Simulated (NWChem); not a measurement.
Species: diboron tetrachloride (B$_{2}$Cl$_{4}$); SMILES ClB(Cl)B(Cl)Cl

```xyz
6

Cl    -1.0932     1.7331     1.0384
B      0.0000     0.8484     0.0000
Cl     1.0932     1.7331    -1.0384
B      0.0000    -0.8484     0.0000
Cl    -1.0932    -1.7331    -1.0384
Cl     1.0932    -1.7331     1.0384
```
Atoms are numbered in this order, from 1.

Program: NWChem. Coordinates come from a PBE0/def2-SVP optimisation. B3LYP is NWChem's, with the RPA form of VWN correlation.

Predict the results for B3LYP/aug-cc-pVTZ. Quantities: highest occupied level (eV); orbital gap (eV).


| Quantity | Result |
|---|---|
| highest occupied level (eV) | -8.36 |
| orbital gap (eV) | 6.03 |
